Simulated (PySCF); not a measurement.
## [Hf(Cl)4] (charge 0, multiplicity 1)

Level of theory: TPSSh-D3(BJ)/def2-TZVP // TPSS-D3(BJ)/def2-SVP in PySCF 2.14.0.

```json
{
 "HOMO": "-8.99 eV",
 "dipole_moment": "0.01 D",
 "HOMO–LUMO gap": "6.30 eV",
 "LUMO": "-2.70 eV",
 "charge on the central atom (Mulliken)": "1.27 e",
 "total_energy": "-1889.2739 Ha",
 "cost": "around 6 core-minutes (rough)"
}
```

```xyz
5

Hf     0.0211    -0.0155    -0.0051
Cl    -0.5261     1.6260     1.5693
Cl    -0.1490    -2.1290     0.9848
Cl    -1.4461     0.1276    -1.8224
Cl     2.2140     0.3163    -0.7495
```
